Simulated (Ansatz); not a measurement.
Coupled-cluster diagnostics for the cluster Li₇, Ansatz.

Geometry of the doublet (PBE/def2-TZVP):

```xyz
7

Li    1.787    0.995    1.577
Li    0.232    2.516   -0.540
Li   -1.249   -2.168   -0.644
Li    0.872   -1.903    1.514
Li   -1.019    0.301    0.967
Li   -1.643    0.562   -1.910
Li    1.020   -0.303   -0.964
```

Correlated methods freeze no core orbitals; core or outer-core shells of Li are correlated, in sets that lack core-valence functions. In CCSD on the charge 0 doublet the largest single amplitude is 0.36, so its Hartree–Fock determinant may place the open shell otherwise than the density functionals do. The structure comes from a short search, and lower isomers may exist.

Estimate the CCSD(T) correlation energy, the shares of MP2 and (T), T1 and the reference's ⟨S²⟩ for: charge 0, doublet, own geometry in def2-TZVPP; charge 0, doublet, own geometry in def2-TZVPD; charge 1, singlet, vertical in def2-TZVPP; charge -1, singlet, vertical in def2-TZVPD; and the rough time on 4 threads of Arm Neoverse V1 on a shared host.


```csv
state,basis,correlation (eV),MP2 share (%),(T) share (%),T1,⟨S²⟩ (pure),wall time,remarks
"charge 0, doublet, own geometry",def2-TZVPP,-10.446,77.8,3.8,0.092,1.77 (0.75),42 s,"large T1 (0.092), spin-contaminated (⟨S²⟩ 1.77)"
"charge 0, doublet, own geometry",def2-TZVPD,-9.856,79.1,3.2,0.080,1.50 (0.75),27 s,"large T1 (0.080), spin-contaminated (⟨S²⟩ 1.50)"
"charge 1, singlet, vertical",def2-TZVPP,-10.035,83.2,2.5,0.007,0.00 (0.00),9 s,restricted SCF unstable
"charge -1, singlet, vertical",def2-TZVPD,-10.895,84.5,4.5,0.021,0.00 (0.00),9 s,"large T1 (0.021), restricted SCF unstable"
```
Customary marks for T1 are 0.02 (closed shells), 0.045 (open shells) and about 0.05 (3d metals). T1 exceeds 0.02 in 3 of 4 rows and 0.045 in 2; the higher it lies, the less the single-reference result can be trusted.
